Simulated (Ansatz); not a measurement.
One change: `B[Si](C)(F)Cl` becomes `B[Si](O)(F)Cl`.

Ansatz, PBE0-D4/def2-TZVP geometries, multiplicity 1. Each molecule was computed in one conformer, which needn't be the lowest.

| property | `B[Si](C)(F)Cl` |
| --- | --- |
| LUMO energy (PBE0/def2-TZVPP) / eV | -2.66 |
| HOMO energy (ωB97M-V/def2-TZVPP) / eV | -10.40 |
| HOMO energy (PBE/def2-TZVPP) / eV | -6.96 |
| LUMO energy (B3LYP/def2-TZVPP) / eV | -2.85 |
| HOMO–LUMO gap (B3LYP/def2-TZVPP) / eV | 5.19 |
| LUMO energy (PBE/def2-TZVPP) / eV | -3.65 |

(1) Give the same properties after the change, and the shifts. (An estimate is asked.)

Answers

(1) Computed: 
```json
{"property": "LUMO energy (PBE0/def2-TZVPP) / eV", "`B[Si](O)(F)Cl`": "-2.84", "shift": "-0.18"}
{"property": "HOMO energy (ωB97M-V/def2-TZVPP) / eV", "`B[Si](O)(F)Cl`": "-11.00", "shift": "-0.60"}
{"property": "HOMO energy (PBE/def2-TZVPP) / eV", "`B[Si](O)(F)Cl`": "-7.53", "shift": "-0.57"}
{"property": "LUMO energy (B3LYP/def2-TZVPP) / eV", "`B[Si](O)(F)Cl`": "-3.03", "shift": "-0.18"}
{"property": "HOMO–LUMO gap (B3LYP/def2-TZVPP) / eV", "`B[Si](O)(F)Cl`": "5.60", "shift": "0.41"}
{"property": "LUMO energy (PBE/def2-TZVPP) / eV", "`B[Si](O)(F)Cl`": "-3.84", "shift": "-0.19"}
```

With PBE0 the HOMO falls by 0.60 eV and the LUMO falls by 0.18 eV, so the gap widens by about 0.42 eV. PBE moves the HOMO by -0.57 eV and ωB97M-V by -0.60 eV.

B3LYP here is the variant with VWN-RPA as its local correlation; programs differ in this.
